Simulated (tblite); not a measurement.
Isomers of C8H9FO. Level: GFN2-xTB in tblite, geometry and Hessian alike; calculated harmonic values, unscaled, isolated species. The method is semi-empirical: single wavenumbers can be off by several per cent or more. One conformer each.

Electronic energies: GFN2-xTB at the same geometries; isomer energies are rough at this level and their order can be wrong.

```tsv
SMILES	electronic energy, lowest = 0 (kJ/mol)
CCOc1ccccc1F	0.0
COCc1ccc(F)cc1	16.7
COc1ccc(CF)cc1	0.6
```

Task: How do GFN2-xTB zero-point energies change the relative energies?

Result: 
```
        SMILES  ZPE (kJ/mol)  of it from modes above 1550 cm⁻¹  electronic (kJ/mol)  with ZPE, lowest = 0 (kJ/mol)  lowest mode (cm⁻¹)  rings
  CCOc1ccccc1F         391.4                             183.1                  0.0                            1.5                  55      1
COc1ccc(CF)cc1         389.4                             181.4                  0.6                            0.0                 11i      1
COCc1ccc(F)cc1         389.4                             181.0                 16.7                           16.1                  34      1
```

The zero-point energies span 2.0 kJ/mol, from `COc1ccc(CF)cc1` to `CCOc1ccccc1F`. Slightly imaginary modes are left out of the zero-point energy: `COc1ccc(CF)cc1` 10.5i cm⁻¹. With it `COc1ccc(CF)cc1` becomes the lowest.
